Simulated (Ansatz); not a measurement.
Zn₇Se₆⁺, relaxed as a doublet with UKS PBE-D4/def2-SVP in Ansatz, starting from the GFN1-xTB geometry. Force threshold 0.03 eV/Å.

Single mean-field runs in def2-SVP are fitted with def2-universal-jkfit. The relaxation made no stability test and no search for a lower SCF solution. Another isomer (doublet) lies 0.56 eV lower at PBE0-D4/def2-TZVP; other spin states weren't run for this one.

Start:

```xyz
13

Zn    6.921    0.922   -0.557
Zn   -4.800    0.711    0.549
Zn   -1.502    1.050    0.212
Zn    2.775   -0.349   -0.288
Zn    2.729    2.656    0.081
Zn    0.418   -2.561   -0.335
Zn   -3.873   -2.103    0.122
Se    2.670   -2.604   -0.503
Se   -5.941   -1.308    0.463
Se    4.636    1.378   -0.256
Se    0.875    1.327    0.076
Se   -1.626   -1.533   -0.106
Se   -3.282    2.415    0.540
```

| step | energy (eV) | largest force component (eV/Å) | SCF passes |
| --- | --- | --- | --- |
| 1 | -730836.5607 | 0.801 | 51 |
| 2 | -730836.7777 | 0.238 | 30 |
| 3 | -730836.8147 | 0.164 | 32 |
| 4 | -730836.8805 | 0.309 | 32 |
| 5 | -730836.9750 | 0.311 | 30 |
| 6 | -730837.0817 | 0.219 | 24 |
| 7 | -730837.2215 | 0.182 | 27 |
| 8 | -730837.3397 | 0.220 | 29 |
| 9 | -730837.4375 | 0.147 | 28 |
| 10 | -730837.5271 | 0.187 | 29 |
| 11 | -730837.5931 | 0.180 | 28 |
| 12 | -730837.6461 | 0.130 | 28 |
| 13 | -730837.6821 | 0.076 | 29 |
| 14 | -730837.7147 | 0.075 | 28 |
| 15 | -730837.7317 | 0.059 | 23 |
| 16 | -730837.7403 | 0.066 | 24 |
| 17 | -730837.7429 | 0.051 | 24 |
| 18 | -730837.7450 | 0.038 | 23 |
| 19 | -730837.7467 | 0.040 | 23 |
| 20 | -730837.7476 | 0.049 | 22 |
| 21 | -730837.7480 | 0.027 | 24 |

Force components are those of the run's own axes.

End:

```tsv
atom	x (Å)	y (Å)	z (Å)
Zn1	5.674	1.426	0.704
Zn2	-4.224	0.718	1.022
Zn3	-1.343	0.909	-0.166
Zn4	2.573	-0.523	-0.049
Zn5	2.394	2.156	-0.534
Zn6	0.284	-2.196	-0.597
Zn7	-3.356	-1.673	-0.144
Se8	2.377	-2.843	-0.010
Se9	-5.061	-1.431	1.331
Se10	4.271	0.960	-1.304
Se11	0.905	1.140	0.905
Se12	-1.568	-1.150	-1.592
Se13	-2.926	2.507	0.433
```

By distances, no bond broke or formed. The bond that changes most is Zn1–Se10, from 2.35 to 2.49 Å (atoms count from 1).

No frequencies were taken in this run, so the end may be a saddle point.

Run time 2.3 min (2 threads of AMD EPYC 7R13 on a shared host and a share (18 GiB) of an NVIDIA H100 80GB HBM3), peak host memory 1 GiB.
